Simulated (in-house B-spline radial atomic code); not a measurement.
Computed with a B-spline radial atomic code. Model: two electrons, singlet ground state, non-relativistic, full CI in B-splines with partial waves to l = 8 (at full coupling up to 3e-4 hartree above the limit, correlation up to 0.6 % small), density held at that of full coupling by Lieb maximisation.

W(λ) is the mean repulsion in the state of coupling λ less the Hartree energy of the fixed density. Its start is exact exchange, its initial slope is twice the second-order Görling-Levy correlation energy, and its area from 0 to 1 is E_xc. A straight curve means weak, dynamic correlation, and a curve that drops fast and flattens means strong correlation.

Command:
```bash
python run_ac.py task.json out
```
Settings (lengths in bohr, energies in hartree):
```
potential              yukawa
strength               5.02
lmax                   8
second                 0.669
```

Time taken, with all properties: 20 s on 1 thread of Intel(R) Xeon(R) Processor @ 2.30GHz, with other jobs on the host.

**W = mean repulsion less Hartree energy, and W of three functionals.**

Given: confinement screened point charge; nuclear charge 5.02; screening of the nucleus 0.669 1/bohr; external potential -Z exp(-k r)/r.

Computed: LDA exchange minus exact 402.35 millihartree; PBE exchange minus exact 48.442 millihartree.

```tsv
coupling	W xc (hartree)	W xc minus exchange (millihartree)	kinetic minus Kohn-Sham (millihartree)	LDA (PW92) W minus its exchange (millihartree)	PBE W minus its exchange (millihartree)	SCAN W minus its exchange (millihartree)
0	-2.8638	0	0	0	0	0
0.02	-2.8657	-1.88	0	-14.36	-1.85	-1.84
0.05	-2.8685	-4.687	0.1	-30.34	-4.64	-4.57
0.12	-2.875	-11.187	0.7	-60.33	-11.2	-10.83
0.25	-2.8869	-23.068	2.9	-104.65	-23.42	-22.14
0.4	-2.9003	-36.479	7.2	-146.74	-37.43	-34.76
0.6	-2.9177	-53.881	15.9	-194.35	-55.83	-51
0.8	?	?	?	?	?	?
1	?	?	?	?	?	?
1.4	-2.9823	-118.45	80	-337.07	-125.12	-110.34
2	-3.026	-162.15	154.1	-417.77	-172.41	-150.09
3	-3.0912	-227.36	316.4	-525.6	-243.17	-209.27
4.5	-3.1743	-310.48	626.1	-650.05	-333.76	-285.07
7	-3.2836	-419.76	1247.9	-801.78	-454.36	-386.43
10	-3.3815	-517.68	2073	-932.8	-565.26	-479.91
```

Problem. What belongs in the row 0.8?

Solution. W xc (hartree): -2.9346; W xc minus exchange (millihartree): -70.756; kinetic minus Kohn-Sham (millihartree): 27.7; LDA (PW92) W minus its exchange (millihartree): -235.7; PBE W minus its exchange (millihartree): -73.83; SCAN W minus its exchange (millihartree): -66.62.

Problem. What belongs in the row 1?

Solution. W xc (hartree): -2.9509; W xc minus exchange (millihartree): -87.129; kinetic minus Kohn-Sham (millihartree): 42.4; LDA (PW92) W minus its exchange (millihartree): -272.62; PBE W minus its exchange (millihartree): -91.38; SCAN W minus its exchange (millihartree): -81.68.

Problem. What is the SCAN exchange minus exact?

Solution. -5.8087 millihartree.

**Energy parts, natural occupations and partial-wave weights.**

Computed: total energy -16.1691 hartree; exchange energy -2.8638 hartree; correlation energy -0.044687 hartree; kinetic part of the DFT correlation energy 0.042442 hartree; initial slope twice GL2 -0.094133 hartree; kinetic part over minus potential part 0.48711; Hartree energy 5.7276 hartree.

| natural | occupation of the shell (electrons) |
| --- | --- |
| s | 1.9977 |
| p | ? |
| s | 0.00090437 |
| d | 6.5957e-05 |
| p | 4.788e-05 |
| s | 2.0619e-05 |

Problem. What belongs in the row p?

Solution. occupation of the shell (electrons): 0.0012529.

```json
{"wave": "s", "weight": "0.9993"}
{"wave": "p", "weight": "?"}
{"wave": "d", "weight": "3.7145e-05"}
{"wave": "f", "weight": "5.4443e-06"}
{"wave": "g", "weight": "1.2911e-06"}
```

Problem. What belongs in the row p?

Solution. weight: 0.00065289.

Problem. What is the Kohn-Sham kinetic?

Solution. 21.558 hartree.

Problem. What is the Lieb Oxford ratio E_xc over LDA exchange?

Solution. 1.1816.

Half-way to full coupling W has made 52 % of its drop, against 50 % for a straight line, and second-order (GL2) theory, half the initial slope, overshoots the correlation energy by about 5 %: correlation is weak here. Over couplings 0 to 1 the errors in E_xc come to about +285 millihartree for LDA, +47 millihartree for PBE, -3.4 millihartree for SCAN, so SCAN is nearest. In LDA and PBE and SCAN the errors of exchange and correlation have opposite signs, so the sum is smaller than the larger of the two.
